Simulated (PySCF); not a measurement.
H₃IMgOSi, SMILES [O]([SiH3])[Mg][I].

Geometry optimised at B3LYP-D3(BJ)/def2-SVP. The structure was generated by enumeration; whether it is a known compound was not checked. The def2 effective core potentials stand for the cores of I; spin–orbit coupling is left out. Other conformers were not sampled.

These are PySCF with TDDFT-B3LYP/def2-SVPD values and carry that method's errors.

Vertical excitations; the highest root listed may be one member of a degenerate set. Gas-phase values at a fixed geometry. State labels are in the subgroup Cs.

Computed excitation energies, oscillator strengths and character:
| state | symmetry | energy (eV) | λ (nm) | f | main pairs |
|---|---|---|---|---|---|
| S1 | A" | 4.52 | 274 | 0.028 | HOMO→LUMO (degenerate set) |
| S2 | A' | 4.52 | 274 | 0.028 | HOMO−1→LUMO (degenerate set) |
| S3 | A" | 5.09 | 243 | 0.017 | HOMO−3→LUMO (degenerate set) |
| S4 | A' | 5.09 | 243 | 0.017 | HOMO−2→LUMO (degenerate set) |
| S5 | A' | 5.94 | 209 | 0.041 | HOMO−4→LUMO 62 %, HOMO→LUMO+2 19 %, HOMO−1→LUMO+1 19 % |
| S6 | A" | 5.98 | 207 | 0.000 | HOMO→LUMO+1 49 %, HOMO−1→LUMO+2 49 % |
| S7 | A" | 5.98 | 207 | 0.000 | HOMO−1→LUMO+2, HOMO→LUMO+1 (degenerate set) |
| S8 | A' | 5.98 | 207 | 0.000 | HOMO−1→LUMO+1, HOMO→LUMO+2 (degenerate set) |
| S9 | A" | 6.58 | 188 | 0.001 | HOMO−2→LUMO+2, HOMO−3→LUMO+1 (degenerate set) |
| S10 | A' | 6.58 | 188 | 0.001 | HOMO−3→LUMO+2, HOMO−2→LUMO+1 (degenerate set) |
| T1 | A" | 4.30 | 288 | 0 | HOMO→LUMO (degenerate set) |
| T2 | A' | 4.30 | 288 | 0 | HOMO−1→LUMO (degenerate set) |
| T3 | A" | 4.91 | 252 | 0 | HOMO−3→LUMO (degenerate set) |
| T4 | A' | 4.91 | 252 | 0 | HOMO−2→LUMO (degenerate set) |
Triplets are in the Tamm–Dancoff approximation, which puts them higher than full response would, so one can lie above its singlet here.
